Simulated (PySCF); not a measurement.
Species: C6H8FN.
Structure used (GFN2-xTB), in Å, numbered top down from 1:
```
atom  x, y, z in Å
N1     2.7374    1.4484   -0.4816
C2     2.2001    1.1012    0.8279
C3     0.8588    0.5335    0.7827
C4    -0.2476    0.0919    0.6336
C5    -1.5599   -0.4518    0.4674
C6    -1.7153   -1.8054   -0.1920
C7    -2.1395   -0.5740   -0.9166
F8    -1.3911   -0.1653   -1.9787
H9     2.7717    0.6248   -1.0742
H10    2.1335    2.1245   -0.9386
H11    2.8827    0.3827    1.2956
H12    2.1848    2.0094    1.4405
H13   -2.2535   -0.1921    1.2593
H14   -2.4737   -2.4811    0.1708
H15   -0.8111   -2.2843   -0.5360
H16   -3.1851   -0.3535   -1.0952
```

Computed with TDDFT CAM-B3LYP/def2-SVPD, vertical, gas phase, core orbitals frozen in the response (PySCF).

Each state is given a Gaussian of 0.5 eV full width at half maximum, with ε(max) = 2.175×10⁸ f / Δν̃ (Δν̃ the width in cm⁻¹). The width is an assumption, not a result. The curve ends short of the highest state used, and states not computed would add to its high-energy end.

(λ (nm), ε (L mol⁻¹ cm⁻¹)): (174.0, 3143), (175.4, 2849), (176.7, 2600), (178.0, 2403), (179.3, 2276), (180.6, 2224), (181.9, 2245), (183.2, 2325), (184.5, 2452), (185.8, 2610), (187.1, 2781), (188.4, 2948), (189.7, 3091), (191.0, 3192), (192.3, 3235), (193.6, 3212), (194.9, 3119), (196.2, 2958), (197.5, 2741), (198.8, 2483), (200.1, 2199), (201.4, 1906), (202.8, 1597), (204.1, 1328), (205.4, 1084), (206.7, 870), (208.0, 686), (209.3, 532), (210.6, 406), (211.9, 305), (213.2, 225), (214.5, 164), (215.8, 117), (217.1, 82), (218.4, 57), (219.7, 39), (221.0, 26), (222.3, 17), (223.6, 11), (224.9, 7), (226.2, 5), (227.5, 3), (228.8, 2), (230.2, 1)

(1) Where are the band maxima, and which computed states make them?

(2) Coming from long wavelengths, where does ε first pass 100 L mol⁻¹ cm⁻¹?

(3) On this curve, what absorbance would a 10⁻⁴ mol/L sample give at 222 nm over a 1 cm path?

## Answers

(1) 193 nm (6.44 eV), ε about 3200, made up of S2 (67%) and S3 (17%) (ε in L mol⁻¹ cm⁻¹; maxima over ε = 5, shares over 10%). At its high-energy end, 7.12 eV, the curve is still rising (ε about 3100, from S5 and S6). The states used: S1 6.14 eV (f 0.0092); S2 6.38 eV (f 0.042); S3 6.59 eV (f 0.013); S4 6.71 eV (f 0.0099); S5 6.89 eV (f 0.014); S6 7.24 eV (f 0.053); S7 7.55 eV (f 0.0028); S8 7.72 eV (f 0.131).

(2) At about 216 nm (5.73 eV), 0.41 eV below S1.

(3) 222 nm is 5.585 eV, where ε is about 19 L mol⁻¹ cm⁻¹, so A = ε c l ≈ 0.0019 (Beer–Lambert, with the gas-phase spectrum and the assumed width).

One conformer stands for the species.
